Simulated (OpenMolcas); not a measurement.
Mn3+ (d4) in a complex was computed by SS-CASPT2, IPEA 0.25 Eh, imaginary shift 0.1 Eh with the d shell active (OpenMolcas, ANO-RCC-VDZP on the metal). Its lowest spin-free states, and all those of the highest spin:

```json
{"2S+1": "5", "Degeneracy": "3", "E (cm-1)": "0"}
{"2S+1": "5", "Degeneracy": "2", "E (cm-1)": "7580"}
{"2S+1": "3", "Degeneracy": "3", "E (cm-1)": "11100"}
{"2S+1": "3", "Degeneracy": "3", "E (cm-1)": "12890"}
{"2S+1": "1", "Degeneracy": "1", "E (cm-1)": "13620"}
{"2S+1": "3", "Degeneracy": "3", "E (cm-1)": "14790"}
{"2S+1": "3", "Degeneracy": "3", "E (cm-1)": "15900"}
{"2S+1": "1", "Degeneracy": "3", "E (cm-1)": "16180"}
{"2S+1": "3", "Degeneracy": "2", "E (cm-1)": "16350"}
{"2S+1": "3", "Degeneracy": "3", "E (cm-1)": "17230"}
{"2S+1": "1", "Degeneracy": "3", "E (cm-1)": "19360"}
{"2S+1": "3", "Degeneracy": "1", "E (cm-1)": "19530"}
```

Q: Is the site octahedral, tetrahedral or cube-like, axial, or of lower symmetry?

A: The states with 2S+1 = 5 have orbital degeneracies 3, 2. Threefold states need a cubic site. For d4 at this spin an octahedron puts the twofold E below the threefold T2 and a tetrahedron or cube puts the threefold T2 below the twofold E, so the site is a tetrahedron or a cube, which this pattern cannot tell apart. The first gap at this spin, 7580 cm-1, is |10Dq| in ligand-field theory. The run had Mn3+ with 4 ligands (chloride) in tetrahedral coordination (Td) at 2.27 Å. A charge of +0.25 e stands 3.2 Å behind each ligand. Ligand basis ANO-RCC-VDZP.

Roots that are degenerate in the reference are averaged as groups; the widest CASPT2 spread within a group is 920 cm-1 (the 3-fold group of multiplicity 1 near 16200 cm-1 above the lowest state of its run). Shifts and gaps below about the spread of the groups concerned are not significant. Over all roots computed the reference weight is 0.68 to 0.73; a low but even weight reflects the number of correlated electrons. An orbital triplet at a regular site is open to Jahn-Teller coupling, which can distort the site and quench the lowest spin-orbit gaps and is left out. Ligand-to-metal charge-transfer states are missing. These CASPT2 states fit no ligand-field parameters well, so their order and spin gaps are uncertain. With no ligand orbital active B as a rule stays too high, so bands that hang on it stand too high and its fall with covalency is understated. With one d shell and no ligand orbital active, 10Dq can be off by a tenth or more. No measured value stands beside these numbers; the geometry is a model, was not optimised and need not be the one that this ion takes.
